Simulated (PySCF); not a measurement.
CH5BOSe, SMILES CB(O)[SeH]. Atoms are numbered in the order given.

```xyz
9

B     -0.1267     0.9345     0.0000
C      1.1561     1.8530     0.0000
H      1.1549     2.5126    -0.8866
H      1.1549     2.5126     0.8866
H      2.1042     1.2959     0.0000
O     -1.3948     1.4228     0.0000
H     -1.4330     2.3884     0.0000
Se     0.0948    -1.0165     0.0000
H     -1.3486    -1.3217     0.0000
```

Geometry optimised at B3LYP-D3(BJ)/def2-SVP. The structure was generated by enumeration, and PubChem lists no compound with its InChIKey, so it may never have been made. One conformer was computed; it need not be the lowest.

All values below come from M06-2X/def2-TZVP run with PySCF.

Gas-phase values at a fixed geometry.

| Quantity | Result |
|---|---|
| total energy | -2542.84737 hartree |
| point group | Cs |
| highest occupied level | -8.13 eV |
| lowest empty level | 1.01 eV |
| orbital gap | 9.14 eV |
| dipole moment | 2.40 D |
| quadrupole, principal values (traceless, Buckingham form, about the centre of nuclear charge) | -4.81, -2.49, 7.30 D·Å |
| mean static polarisability | 56.7 bohr³ (8.40 Å³) |
| polarisability, principal values | 45.2, 54.3, 70.7 bohr³ |
